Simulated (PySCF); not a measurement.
C₅H₁₂O₃S.
SMILES with atom numbers: `[CH3:1][CH:2]([CH3:3])[CH2:4][CH2:5][S:6](=[O:7])(=[O:8])[OH:9]` (hydrogens: H10, H11, H12 on C1; H13 on C2; H14, H15, H16 on C3; H17, H18 on C4; H19, H20 on C5; H21 on O9)

The same species was optimised twice, with GFN2-xTB and with PBE0-D3(BJ)/def2-SVP (PySCF), and the same property calculations (PySCF, gas phase) were run on both structures.

| coordinate | GFN2-xTB | PBE0-D3(BJ)/def2-SVP | change |
| --- | --- | --- | --- |
| S6=O8 (Å) | 1.433 | 1.457 | +0.024 |
| S6=O7 (Å) | 1.427 | 1.447 | +0.020 |
| C5–S6 (Å) | 1.798 | 1.784 | -0.014 |
| C4–C5 (Å) | 1.514 | 1.521 | +0.007 |
| C2–C3 (Å) | 1.528 | 1.524 | -0.004 |
| C1–C2 (Å) | 1.527 | 1.524 | -0.003 |
| S6–O9 (Å) | 1.627 | 1.630 | +0.003 |
| C2–C4 (Å) | 1.534 | 1.532 | -0.002 |
| C2–C4–C5 (°) | 113.0 | 116.5 | +3.5 |
| O7–S6–O8 (°) | 118.1 | 121.2 | +3.1 |
| C5–S6–O7 (°) | 111.4 | 108.5 | -2.9 |
| C4–C5–S6 (°) | 109.0 | 111.6 | +2.6 |
| C5–S6–O9 (°) | 97.7 | 100.0 | +2.3 |
| C5–S6–O8 (°) | 112.6 | 110.9 | -1.7 |
| C1–C2–C3 (°) | 110.5 | 111.5 | +1.0 |
| C1–C2–C4 (°) | 112.0 | 112.6 | +0.6 |
| C1–C2–C4–C5 (°) | 58 | 55 | -3 |
| C2–C4–C5–S6 (°) | 55 | 58 | +3 |
| C4–C5–S6–O7 (°) | 43 | 51 | +8 |

Rotational constants: A = 2677, B = 866.2, C = 833.1 MHz (GFN2-xTB) against A = 2687, B = 828.6, C = 785.4 MHz (PBE0-D3(BJ)/def2-SVP). Point groups within 0.08 Å: C1 and C1.

On the GFN2-xTB structure: HOMO (eV) -8.71 [PBE0/pcSseg-1]; LUMO (eV) 0.95 [PBE0/pcSseg-1]; dipole (D) 2.76 [PBE0/pcSseg-1]; GIAO shielding of C1/C3 (mean) (ppm) 163.4 [PBE0/pcSseg-1]; GIAO shielding of C2 (ppm) 157.7 [PBE0/pcSseg-1]; GIAO shielding of C4 (ppm) 152.2 [PBE0/pcSseg-1]; GIAO shielding of C5 (ppm) 130.5 [PBE0/pcSseg-1]; GIAO shielding of S6 (ppm) 177.3 [PBE0/pcSseg-1]; GIAO shielding of O7/O8 (mean) (ppm) 94.0 [PBE0/pcSseg-1]; GIAO shielding of O9 (ppm) 125.6 [PBE0/pcSseg-1].

Problem. What do these properties become on the PBE0-D3(BJ)/def2-SVP structure?

Solution. 
```
                                    property          level  on GFN2-xTB  on PBE0-D3(BJ)/def2-SVP  change
                                   HOMO (eV)  PBE0/pcSseg-1        -8.71                    -8.84   -0.13
                                   LUMO (eV)  PBE0/pcSseg-1         0.95                     0.82   -0.13
                                  dipole (D)  PBE0/pcSseg-1         2.76                     3.31   +0.55
energy, GFN2-xTB geometry as zero (kcal/mol)  PBE0/pcSseg-1          0.0                     -4.0    -4.0
        GIAO shielding of C1/C3 (mean) (ppm)  PBE0/pcSseg-1        163.4                    161.7    -1.7
                  GIAO shielding of C2 (ppm)  PBE0/pcSseg-1        157.7                    158.1    +0.4
                  GIAO shielding of C4 (ppm)  PBE0/pcSseg-1        152.2                    150.7    -1.5
                  GIAO shielding of C5 (ppm)  PBE0/pcSseg-1        130.5                    128.6    -1.9
                  GIAO shielding of S6 (ppm)  PBE0/pcSseg-1        177.3                    162.5   -14.8
        GIAO shielding of O7/O8 (mean) (ppm)  PBE0/pcSseg-1         94.0                     84.4    -9.6
                  GIAO shielding of O9 (ppm)  PBE0/pcSseg-1        125.6                    112.8   -12.8
```

The heavy atoms differ by 0.117 Å rms after alignment. Among bonds between heavy atoms S6=O8 changes most (+0.024 Å). Changes are differences of the printed values. Neither structure is proved a minimum here.

Shape of the structure used: `[CH3:1][CH:2]([CH3:3])[CH2:4][CH2:5][S:6](=[O:7])(=[O:8])[OH:9]`: C1–C2–C4–C5 55°, C2–C4–C5–S6 58°, C4–C5–S6–O7 51°, H–O9–S6–C5 121°.
